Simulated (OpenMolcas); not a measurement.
# Fe3+, Ru3+, Os3+: d⁵ down the group

```json
{"Program": "OpenMolcas", "Method": "SS-CASPT2, IPEA 0.25 Eh, imaginary shift 0.1 Eh", "Basis": "ANO-RCC-VTZP", "Scalar Hamiltonian": "DKH2, point nucleus", "Spin-orbit coupling": "RASSI with atomic mean-field integrals over the reference wave functions, term energies averaged over their components"}
```

Active space for each ion: 5 electrons in 5 orbitals (d); closed shells correlated by CASPT2: Fe3+ 3s 3p; Ru3+ 4s 4p; Os3+ 5s 5p.

Computed levels in cm-1 above ⁶S_5/2:

| Level | Fe3+ | Ru3+ | Os3+ |
| --- | --- | --- | --- |
| ⁴G_7/2 | 33950 | 24190 | 21820 |
| ⁴G_11/2 | 33960 | 24270 | 22910 |
| ⁴G_9/2 | 33960 | 24330 | 23600 |
| ⁴P_1/2 | 37570 | 27490 | 25110 |
| ⁴D_7/2 | 40570 | 28610 | 27640 |
| ⁴D_1/2 | 40660 | 29480 | 31190 |
| ²I_11/2 | 49720 | 35610 | 33320 |
| ²I_13/2 | 49800 | 36120 | 36290 |
| ²F_7/2(1) | 54760 | 41010 | 45550 |
| weight of ⁶S in the lowest level (%) | 100 | 99 | 89 |

Mixed levels, with the weight of the term that names them: Ru3+ ⁴P_1/2 (71 %), Ru3+ ⁴D_1/2 (71 %), Ru3+ ²F_7/2(1) (74 %), Os3+ ⁴G_7/2 (68 %), Os3+ ⁴P_1/2 (60 %), Os3+ ⁴D_7/2 (71 %), Os3+ ⁴D_1/2 (64 %), Os3+ ²F_7/2(1) (58 %).

Measured, with the error of the calculation in %. Measured levels: Fe3+ from Corliss and Sugar, J. Phys. Chem. Ref. Data 11, 135 (1982).

| Level | Fe3+ |
| --- | --- |
| ⁴G_11/2 | 32246 (+5.3) |
| ⁴P_1/2 | 35407 (+6.1) |
| ⁴D_7/2 | 38779 (+4.6) |
| ⁴D_1/2 | 38897 (+4.5) |
| ²F_7/2(1) | 51394 (+6.5) |

Without spin-orbit coupling ⁴G lies 33950, 24240, 22550 cm-1 above ⁶S in that order; the difference to the level ⁴G_7/2, of either sign, comes from spin-orbit coupling, which also lowers the zero.

CASPT2 breaks the degeneracy within a term, and the mean is taken; among the terms shown or strongly mixed into the levels shown the widest spread is 350 cm-1 (4d⁵ ⁴F, Ru3+). Terms from blocks run as CI alone lack orbitals of their own. Computed and measured levels are paired by configuration, term and J; levels that our copy of the source lacks, or whose pairing is in doubt (as where it misses far off the trend of its configuration), stay unpaired and out of the deviations. Levels of configurations outside the active space are missing.

A number in round brackets counts repeated terms of one configuration in the order of the reference energies.
